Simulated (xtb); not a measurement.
xtb input:

```bash
xtb mol.xyz --gfn 2 --sp --chrg -1 --uhf 0
```
mol.xyz:
```
5

B     -0.63828070     0.19445736     0.00069969
N      0.63078365    -0.32099861    -0.00354644
H     -1.61807449    -0.55359993    -0.02141969
H     -0.93312821     1.40011256     0.02575142
H      1.32712062     0.42819083     0.01699493
```

Q: Predict the final energy.

A: -5.83782 Eh (GFN2-xTB).
